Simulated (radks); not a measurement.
Values are calculated unless marked as measured or tabulated.
How relativity changes the ionisation of neutral promethium ([Xe] 4f5 6s2) to Pm+ ([Xe] 4f5 6s1). Spin-unpolarised spherical Kohn-Sham, PBEsol, point nucleus unless stated (finite: rms radius 4.962 fm), a radial shooting solver on a logarithmic mesh with Libxc functionals. A level marked "c x" has the speed of light scaled by that factor and shares open shells by 2j + 1; other Dirac levels either fill j = l - 1/2 first or share by 2j + 1.

level                               E(Pm) (hartree)  E(Pm+) (hartree)  IE (eV)   HOMO  <r> HOMO (bohr)
non-rel.                                 -9654.4367        -9654.2321    5.569     6s            4.600
scalar-rel.                             -10016.9697       -10016.7532    5.892     4f            1.068
scalar-rel., finite nucleus             -10016.3795       -10016.1630    5.891     4f            1.068
Dirac, 2j+1 shares                      -10023.5243       -10023.3077    5.893  4f7/2            1.080
Dirac, low j first                      -10023.5734       -10023.3571    5.886  4f5/2            1.063
Dirac, 2j+1 shares, finite nucleus      -10022.9310       -10022.7144    5.893  4f7/2            1.080
Dirac, c x 1.25                          -9881.8210        -9881.6094    5.758  4f7/2            1.040
Dirac, c x 2                             -9739.8870        -9739.6799    5.637  6s1/2            4.545

NIST Atomic Spectra Database: 5.582 eV (measured). The relativistic part of the total energy of Pm is -368.5 hartree (Dirac, 2j+1 shares, finite nucleus), 3.8 % of the non-relativistic value. Spin polarisation and multiplet splitting of open shells are left out at every level.

Beside tabulated values, note that relativity, absent from the non-relativistic runs, is large for the heavy elements, and spin-unpolarised runs miss the spin-polarisation part of the exchange energy of open shells.
